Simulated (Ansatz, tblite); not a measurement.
Removing and adding an electron: (H2Ga-mu-H)3 (Ga3H9). The state is a singlet with charge 0. Geometry: PBE-D4/def2-SVP. Ansatz, gas phase; energy differences of separate SCF runs; the oxidised species was run as a doublet alone; the reduced species was run as a doublet alone.

Cartesian coordinates in Å:
```
Ga -1.133 0.862 1.090
H -2.271 0.251 1.979
H -0.611 2.332 0.934
H 0.208 -0.158 1.464
Ga 1.660 -0.360 0.553
H 1.962 -1.889 0.720
H 2.552 0.909 0.784
H 1.050 -0.112 -1.042
Ga -0.521 -0.504 -1.642
H -0.612 0.381 -2.933
H -0.776 -2.032 -1.407
H -1.510 0.321 -0.500
```

The xTB rows come from tblite. Correlated methods freeze 27 core orbitals; core or outer-core shells of Ga are correlated, in sets that lack core-valence functions. The rows differ in basis, and correlated rows in double-zeta sets carry the largest basis error. In CCSD on the charge 1 doublet the largest single amplitude is 0.23, so its Hartree–Fock determinant may place the open shell otherwise than the density functionals do. HOMO above LUMO, or a gap near zero within one spin, warns that the state may not be the lowest or that an electron is smeared out.

| level | −HOMO (eV) | vertical IE (eV) | −LUMO (eV) | vertical EA (eV) | HOMO–LUMO gap (eV) | IE − EA (eV) | remarks |
| --- | --- | --- | --- | --- | --- | --- | --- |
| HF/def2-SVP | – | 10.66 | – | – | – | – | – |
| r2SCAN-D4/def2-TZVP | 7.87 | 10.22 | 1.55 | – | 6.32 | – | gap within one spin near zero (+1 doublet) |
| PBE0-D4/def2-TZVP | 8.78 | 10.55 | 1.00 | – | 7.78 | – | – |
| PBE0-D4/def2-TZVPD | 8.77 | – | 1.07 | -0.14 | 7.70 | – | HOMO above zero (-1 doublet) |
| MP2/def2-SVP | – | 11.23 | – | – | – | – | – |
| CCSD/def2-SVP | – | 11.16 | – | – | – | – | – |

Task: Estimate the rows for GFN1-xTB, GFN2-xTB, PBE-D4/def2-TZVPD, r2SCAN-D4/def2-TZVPD, CCSD(T)/def2-SVP.

Result: 
```csv
level,−HOMO (eV),vertical IE (eV),−LUMO (eV),vertical EA (eV),HOMO–LUMO gap (eV),IE − EA (eV),remarks
GFN1-xTB,12.27,14.46,5.47,3.22,6.80,11.24,–
GFN2-xTB,12.32,14.47,6.19,–,6.13,–,–
PBE-D4/def2-TZVPD,7.54,–,1.86,0.06,5.67,–,HOMO above zero (-1 doublet)
r2SCAN-D4/def2-TZVPD,7.86,–,1.56,-0.11,6.30,–,HOMO above zero (-1 doublet)
CCSD(T)/def2-SVP,–,11.10,–,–,–,–,–
```

Run but left out: PBE-D4/def2-TZVP (charge +1 doublet: an occupied level 0.00 eV above an empty one).   A HOMO above zero means that the electron is unbound at that level or that self-interaction error raises the level; the energy of removing that electron tells which. Raw xTB energy differences between charge states are shifted by several eV; the methods need an empirical correction for them. A negative affinity means that the extra electron isn't bound; its size then hangs on the basis.
